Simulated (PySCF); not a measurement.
Two structures of CH$_{8}$Ge, closed shell, reached by relaxing down either side of one saddle point (PBE0-D4/def2-TZVP). Energies are electronic, without zero-point energy. Program: PySCF 2.14 with density fitting (its default auxiliary sets; JK sets also for MP2 and CCSD(T)). Basis: def2-TZVPP and def2-QZVPP. Cores are frozen in the correlated methods. Filled d shells of the heavier atoms are correlated. The def2 sets are not built for correlating such inner shells, so the correlated values are less sure here. Extrapolation: Hartree–Fock as exp(−7.88 √X), correlation as X^−2.97. First:

Ge1  (-1.320, 0.924, -1.370)
H2  (0.013, 1.559, -0.953)
H3  (-1.290, 0.617, -2.873)
H4  (-2.465, 1.901, -1.072)
H5  (-1.537, -0.376, -0.586)
H6  (1.496, 0.020, 0.859)
C7  (1.320, -0.925, 1.371)
H8  (1.197, -1.719, 0.635)
H9  (0.415, -0.848, 1.974)
H10  (2.168, -1.154, 2.015)
(Å)

Second:

```tsv
atom	x (Å)	y (Å)	z (Å)
Ge1	-0.9720	-0.0475	-0.5884
H2	1.6506	2.1602	-0.3408
H3	-0.1743	0.0426	-1.9018
H4	-1.2663	1.3825	-0.0993
H5	-2.3116	-0.7491	-0.8772
H6	2.2934	1.9357	-0.0352
C7	0.0383	-1.0349	0.7590
H8	0.2503	-2.0450	0.4071
H9	-0.5322	-1.1009	1.6860
H10	0.9830	-0.5310	0.9654
```

**Question.** Which bonds change from the first to the second?

**Answer.** GeH₄ + CH₄ → CH₆Ge ([CH3][GeH3]) + H₂; bonds formed: Ge1–C7, H2–H6; bonds broken: Ge1–H2, H6–C7.

**Question.** Give the saddle point's structure and its height above each. (An estimate is asked for; the value comes from the calculation.)

**Answer.** By the calculation: 3.968 eV above the first and 3.573 eV above the second (CCSD(T) at an estimated basis limit (MP2 extrapolated from triple and quadruple zeta, plus CCSD(T) − MP2 in triple zeta)).
```
10
angstrom
Ge -0.7142 0.4039 -0.7294
H 0.7948 1.4838 -0.4688
H -0.2870 0.3277 -2.2038
H -1.5431 1.5971 -0.2305
H -1.6397 -0.8586 -0.5100
H 0.7712 0.5178 0.1542
C 0.5784 -0.6778 0.8219
H 0.6774 -1.6184 0.2812
H -0.1813 -0.7466 1.6002
H 1.5436 -0.4289 1.2848
```

No T1 diagnostic of these runs exceeds 0.012. The start structure is not quite a true minimum (one mode of 30i cm⁻¹). The end structure is not quite a true minimum (one mode of 28i cm⁻¹).

Labels in which every atom is bracketed show which atoms are joined, not bond orders.

For scale, one of the runs: CCSD(T)/def2-TZVPP, 191 basis functions, launched by `OMP_NUM_THREADS=4 python run.py`. Time: 3.6 min of wall clock on 4 CPU threads of a Oxide Virtual Turin-like; the host was shared. Peak host memory: 2.3 GiB.
